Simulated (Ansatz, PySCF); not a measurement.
Molecule: C$_{3}$H$_{10}$NSi, charge 0, multiplicity 2. It need not be the lowest isomer of its formula. 
Geometry from a B3LYP-D3(BJ)/def2-TZVP (Ansatz, a first-principles code) optimisation:
```xyz
15

Si     0.0021    -0.0137     0.0588
C      1.7430     0.2780    -0.5891
C     -0.9789    -1.0559    -1.1629
C     -0.8584     1.6174     0.3623
N      0.0352    -0.8912     1.5870
H      1.7131     0.8622    -1.5125
H      2.2516    -0.6640    -0.8048
H      2.3469     0.8307     0.1335
H     -1.0843    -0.5170    -2.1082
H     -1.9796    -1.2704    -0.7842
H     -0.4817    -2.0055    -1.3697
H     -1.8643     1.4561     0.7551
H     -0.9428     2.1985    -0.5591
H     -0.3098     2.2190     1.0900
H      0.6405    -1.7160     1.5663
```
Charge 0, spin multiplicity 2.

Property: atomisation energy (electronic, to ground-state atoms), in kcal/mol. Cores are frozen in the correlated levels unless marked. Open shells are spin-unrestricted. No spin-orbit coupling. Non-relativistic. The coupled-cluster limit lacks core correlation, which all-electron functionals hold. Basis-set limits of correlation are two-point, X^-3; Hartree-Fock from the larger set. [CCSD(T)-MP2]/basis is that difference in the basis named.

| level | program | atomisation energy (kcal/mol) |
|---|---|---|
| HF-D4/def2-TZVPD | PySCF + dftd4 | … |
| PBE-D4/def2-TZVPD | Ansatz + dftd4 | 1334.2 |
| revPBE/def2-TZVPD | Ansatz | … |
| r2SCANh/def2-TZVPD | Ansatz | 1313.0 |
| r2SCAN0-D4/def2-TZVPD | Ansatz + dftd4 | 1308.0 |
| HSE06/def2-TZVPD | Ansatz | … |
| B2GP-PLYP/def2-TZVPD | Ansatz | 1295.7 |
| RI-MP2/CBS(cc-pV(T+d)Z,cc-pV(Q+d)Z)+[CCSD(T)-MP2]/cc-pV(D+d)Z | Ansatz | … |

Q: Some entries are withheld; supply them.

A: 
- HF-D4/def2-TZVPD, atomisation energy (kcal/mol): 1010.9
- revPBE/def2-TZVPD, atomisation energy (kcal/mol): 1287.1
- HSE06/def2-TZVPD, atomisation energy (kcal/mol): 1315.2
- RI-MP2/CBS(cc-pV(T+d)Z,cc-pV(Q+d)Z)+[CCSD(T)-MP2]/cc-pV(D+d)Z, atomisation energy (kcal/mol): 1316.3
